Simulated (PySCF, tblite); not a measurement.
Species: C₆H₁₀OSSi₂.
Geometry (GFN2-xTB, Å), atoms numbered from 1 in this order:
```xyz
20
C6H10OSSi2 angstrom
C      3.2112   -0.4950   -0.7904
C      3.6204    0.7378   -0.3954
S      2.4272    1.5388    0.5477
C      1.3449    0.1905    0.4142
Si    -0.3311    0.2554    1.2359
C     -1.6221    1.2893    0.2786
C     -2.3664    0.3273   -0.6623
Si    -2.3709   -1.3910    0.1672
O     -1.0299   -1.2216    1.0927
C      1.9143   -0.8030   -0.3278
H      3.8100   -1.1605   -1.3868
H      4.5499    1.2317   -0.5991
H     -0.2509    0.5389    2.6663
H     -1.2098    2.1336   -0.2738
H     -2.3326    1.7050    0.9950
H     -1.8209    0.2613   -1.6062
H     -3.3566    0.7120   -0.9056
H     -3.4965   -1.6047    1.0713
H     -2.1033   -2.5044   -0.7340
H      1.4078   -1.7308   -0.5261
```

Method: PBE0/pcSseg-1 in PySCF (dipole) on a GFN2-xTB geometry, gas phase.

Take the most abundant isotopes and a rigid rotor. The values belong to one conformer with, in the numbering `[cH:1]1[cH:2][s:3][c:4]([Si@H:5]2[CH2:6][CH2:7][SiH2:8][O:9]2)[cH:10]1`, S3–C4–Si5–C6 78°, C4–Si5–C6–C7 92°, Si5–C6–C7–Si8 30°, C6–C7–Si8–O9 -26°, C7–Si8–O9–Si5 10°.

(1) Give the principal moments of inertia and the rotational constants in GHz.

(2) Classify the top.

(3) Is it planar, by Δ = Ic − Ia − Ib?

(4) Give the other two planar moments, Paa and Pbb, and the rms extents of the mass along the axes.

(5) Where do the levels up to J = 4 lie, in K?

(6) Which types of transition are allowed, and where do some lines up to J = 4 fall?

(7) Estimate the classical rotational partition function at 25 K, 298.15 K and 500 K.

## Answers

(1) Ia = 253.68, Ib = 1003.49, Ic = 1100.86 u·Å²; 505379 MHz·u·Å²/I gives 1992, 503.6 and 459.1 MHz, that is A = 1.9922, B = 0.5036, C = 0.4591 GHz.

(2) A near-prolate asymmetric top; Ray's κ = -0.942.

(3) Not planar: Δ = Ic − Ia − Ib = -156.31 u·Å². For a rigid frame Δ = −2 Σ m c², so Σ m c² = 78.15 u·Å² lies off the ab plane: 15.79 from hydrogen and 62.36 from heavier atoms. The atom farthest from that plane is 2.15 Å away.

(4) Paa = Σ m a² = (Ib + Ic − Ia)/2 = 925.33 and Pbb = Σ m b² = (Ia + Ic − Ib)/2 = 175.53 u·Å². With the mass M = 186.00 u, the rms extents √(P/M) along a, b and c are 2.23, 0.97, 0.65 Å.

(5) Above 0(0,0), as E/k:
J = 1: 1(0,1) 0.046, 1(1,1) 0.118, 1(1,0) 0.120
J = 2: 2(0,2) 0.139, 2(1,2) 0.208, 2(1,1) 0.214, 2(2,1) 0.429, 2(2,0) 0.429
J = 3: 3(0,3) 0.277, 3(1,3) 0.343, 3(1,2) 0.356, 3(2,2) 0.567, 3(2,1) 0.567, 3(3,1) 0.930, 3(3,0) 0.930
J = 4: 4(0,4) 0.461, 4(1,4) 0.524, 4(1,3) 0.545, 4(2,3) 0.752, 4(2,2) 0.753, 4(3,2) 1.115, 4(3,1) 1.115, 4(4,1) 1.622, 4(4,0) 1.622

(6) The dipole components are |μa| = 0.04 D, |μb| = 0.26 D, |μc| = 1.61 D. Intensities carry the squares of the components, which stand as 0.00 : 0.03 : 1.00 (a : b : c). Some lines, for components of 0.1 D or more:

```
type  branch         J(Ka,Kc)    MHz  lower level (cm⁻¹)
   c       Q  4(1,4) ← 4(0,4)   1300               0.321
   c       Q  3(1,3) ← 3(0,3)   1381               0.193
   b       R  3(0,3) ← 2(1,2)   1439               0.145
   c       Q  1(1,1) ← 1(0,1)   1489               0.032
   b       R  1(1,1) ← 0(0,0)   2451               0.000
   b       R  4(0,4) ← 3(1,3)   2459               0.239
   c       R  1(1,0) ← 0(0,0)   2496               0.000
   b       R  2(1,2) ← 1(0,1)   3369               0.032
   c       Q  2(2,1) ← 2(1,1)   4466               0.149
   b       Q  2(2,0) ← 2(1,1)   4467               0.149
   b       Q  3(2,2) ← 3(1,3)   4667               0.239
   b       R  4(1,4) ← 3(0,3)   5141               0.193
   c       R  2(2,0) ← 1(1,0)   6437               0.083
   c       R  2(2,1) ← 1(1,1)   6480               0.082
   c       R  3(2,1) ← 2(1,1)   7359               0.149
   b       R  3(2,1) ← 2(1,2)   7492               0.145
   c       Q  4(3,2) ← 4(2,2)   7543               0.523
   c       Q  3(3,1) ← 3(2,1)   7550               0.394
   b       Q  3(3,0) ← 3(2,1)   7550               0.394
   c       R  4(2,2) ← 3(1,2)   8264               0.248
   b       R  4(2,2) ← 3(1,3)   8531               0.239
   b       R  3(3,0) ← 2(2,1)  10443               0.298
   b       Q  4(4,0) ← 4(3,1)  10574               0.775
   b       Q  4(4,1) ← 4(3,2)  10574               0.775
   b       R  4(3,2) ← 3(2,1)  11402               0.394
   c       R  4(3,1) ← 3(2,1)  11403               0.394
```

(7) Point group C1, symmetry number σ = 1; q = (√π/σ)·√((kT/h)³/(ABC)), k/h = 20836.6 MHz/K: 31100 at 25 K, 1280000 at 298.15 K, 2780000 at 500 K.

Its GFN2-xTB frequencies are all real (lowest 23 cm⁻¹). Constants of a rigid frame at the computed geometry: no zero-point averaging, no centrifugal distortion.
